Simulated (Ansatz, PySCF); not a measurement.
SbCl4, SMILES [Cl][Sb+]([Cl])([Cl])[Cl], charge +1. Atoms are numbered in the order given.

```xyz
5

Sb     0.0000     0.0000     0.0000
Cl     1.3168     1.3168    -1.3168
Cl    -1.3168     1.3168     1.3168
Cl    -1.3168    -1.3168    -1.3168
Cl     1.3168    -1.3168     1.3168
```
Charge +1, spin multiplicity 1.

The structure is a stationary point at r2SCAN-D4/def2-SVP. The spin state was assumed, not searched. The isomer is the one that the SMILES or the coordinates give; other isomers of the formula were not compared. The def2 effective core potentials stand for the cores of Sb; spin–orbit coupling is left out.

Two levels are set side by side: PBE-D3(BJ)/def2-SVP (Ansatz, a quantum-chemistry and plane-wave program) and r2SCAN-D4/def2-SVP (Ansatz). Each level has its own optimised geometry; the coordinates shown are those of the second. Frequencies come from the Hessian of PySCF at each geometry. Differences are taken from unrounded values.

| quantity | r2SCAN-D4 | PBE-D3(BJ) | PBE-D3(BJ) minus r2SCAN-D4 |
|---|---|---|---|
| mean bond length (Å) | 2.281 | 2.299 | 0.018 |
| bond Sb1–Cl2 (Å) | 2.281 | 2.299 | 0.018 |
| bond Sb1–Cl3 (Å) | 2.281 | 2.299 | 0.018 |
| bond Sb1–Cl4 (Å) | 2.281 | 2.299 | 0.018 |
| bond Sb1–Cl5 (Å) | 2.281 | 2.299 | 0.018 |
| highest harmonic wavenumber (cm⁻¹) | 432 | 416 | -15 |
| mean harmonic wavenumber (cm⁻¹) | 251 | 241 | -10 |
| zero-point energy (kcal/mol) | 3.23 | 3.11 | -0.13 |
